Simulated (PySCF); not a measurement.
Vertical excitations of a molecule CH₆OSi₂ from TDA-M06-2X/def2-SVPD in PySCF, as energy in eV (oscillator strength): 3.00 (0.004), 6.27 (0.047), 6.46 (0.158), 6.74 (0.008), 7.18 (0.043), 7.24 (0.073), 7.43 (0.021), 7.48 (0.228), 7.55 (0.059), 7.80 (0.009). Lowest triplet (TDA): 2.45 eV. The structure is a stationary point at B3LYP-D3(BJ)/def2-SVP. The values are those of a single conformer.

Task: Which molecule gave these data?
A) O=C[SiH2][SiH3]
B) CO[Si][SiH3]
C) C1O[SiH2][SiH2]1
D) O=C([SiH3])[SiH3]

Result: A, O=C[SiH2][SiH3]
